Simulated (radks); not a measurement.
Spherical quantum dot in the effective-mass picture: electrons in a hard-walled sphere of radius 9.35, all in effective atomic units (hartree* = m*/eps^2 hartree, bohr* = eps/m* bohr), one dielectric constant everywhere. Method: non-relativistic Kohn-Sham, LDA (Slater exchange, Perdew-Wang correlation), spin-polarised, spherical densities; computed with a radial shooting solver with Libxc functionals. Levels are named by radial order and angular momentum (1s, 1p, 1d, 2s, ...), and open shells are averaged over m. Results are scaled to m* = 0.18 and eps = 9.3, for which hartree* = 56.63 meV and bohr* = 2.734 nm.

N = 24, configuration 1s2 1p6 1d10 1f(up 6, down 0). This is the lowest configuration that the search found. Occupied and some empty levels:

level,occupation,eigenvalue (meV),<r> (nm)
1s up,1,173.08,19.44
1p up,3,174.30,19.58
1s down,1,174.35,19.36
1p down,3,175.58,19.52
1d up,5,176.65,19.78
1d down,5,177.95,19.74
1f up,6,180.07,20.00
1f down,0,181.38,19.98
1g up,0,184.48,20.21
1g down,0,185.81,20.20
2s up,0,191.48,12.09
2s down,0,191.85,11.94
2p up,0,195.69,13.82
2p down,0,196.19,13.72
2d up,0,201.32,14.96
2d down,0,201.94,14.88

Energy (meV): total 2214.93, kinetic 367.93, external 0, Hartree 2117.1, exchange-correlation -270.14.

Electron density:

r (nm),n(r) (e/nm^3)
1.43,9.187e-07
2.70,1.294e-06
3.97,2.090e-06
5.24,3.649e-06
6.51,6.609e-06
7.78,0.00001210
9.04,0.00002201
10.3,0.00003938
11.6,0.00006873
12.9,0.0001162
14.1,0.0001887
15.4,0.0002918
16.7,0.0004239
17.9,0.0005676
19.2,0.0006817
20.5,0.0007041
21.7,0.0005847
23.0,0.0003430
24.3,0.0001003
25.5,2.233e-07
